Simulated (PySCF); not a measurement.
PySCF job for InBr2, SMILES [Br][In+][Br], charge +1, C-PCM-ωB97X/def2-SVP. Geometry: B3LYP-D3(BJ)/def2-SVP. The spin state was assumed, not searched. The isomer is the one that the SMILES or the coordinates give; other isomers of the formula were not compared. The def2 effective core potentials stand for the cores of In; spin–orbit coupling is left out.

```python
import numpy as np
from pyscf import gto, scf, dft
from pyscf.solvent import pcm

mol = gto.M(
    atom='''
    In    0.00000000    0.00000000    0.00000000
    Br    0.00000000    0.00000000   -2.39572733
    Br    0.00000000    0.00000000    2.39572733
    ''',
    basis='def2-SVP',
    ecp={'In': 'def2-svp'},
    charge=1,
    spin=0,
    max_memory=1600,
    verbose=3,
)
mf = dft.RKS(mol, xc='wb97x').density_fit(auxbasis='def2-universal-jkfit')
mf.grids.level = 3
mf.conv_tol = 1e-9
mf.max_cycle = 100
mf.kernel()
res = {}
for name, eps in {'water': 78.355, 'acetonitrile': 35.688, 'ethanol': 24.852}.items():
    s = mf.PCM()
    s.with_solvent.method, s.with_solvent.eps, s.with_solvent.lebedev_order = 'C-PCM', eps, 29
    s.kernel(mf.make_rdm1())
    res[name] = (s.e_tot, eps, s.dip_moment(), s.mo_energy, s.converged)
    print(f'{name}: electrostatic solvation free energy {(s.e_tot - mf.e_tot) * 627.509474:.3f} kcal/mol')
```

Program output:

```
converged SCF energy = -5337.70757275563

WARN: PCM is an experimental feature. It is still in testing.
Features and APIs may be changed in the future.

converged SCF energy = -5337.81595182566

WARN: System has nonzero charge 1; the dipole moment is origin-dependent.
Location of origin: [0. 0. 0.]

Dipole moment(X, Y, Z, Debye): -0.00000,  0.00000,  0.00000
water: electrostatic solvation free energy -68.009 kcal/mol

WARN: PCM is an experimental feature. It is still in testing.
Features and APIs may be changed in the future.

converged SCF energy = -5337.81418331185

WARN: System has nonzero charge 1; the dipole moment is origin-dependent.
Location of origin: [0. 0. 0.]

Dipole moment(X, Y, Z, Debye): -0.00000, -0.00000,  0.00000
acetonitrile: electrostatic solvation free energy -66.899 kcal/mol

WARN: PCM is an experimental feature. It is still in testing.
Features and APIs may be changed in the future.

converged SCF energy = -5337.81276987345

WARN: System has nonzero charge 1; the dipole moment is origin-dependent.
Location of origin: [0. 0. 0.]

Dipole moment(X, Y, Z, Debye):  0.00000, -0.00000, -0.00000
ethanol: electrostatic solvation free energy -66.012 kcal/mol
```

The run converged.
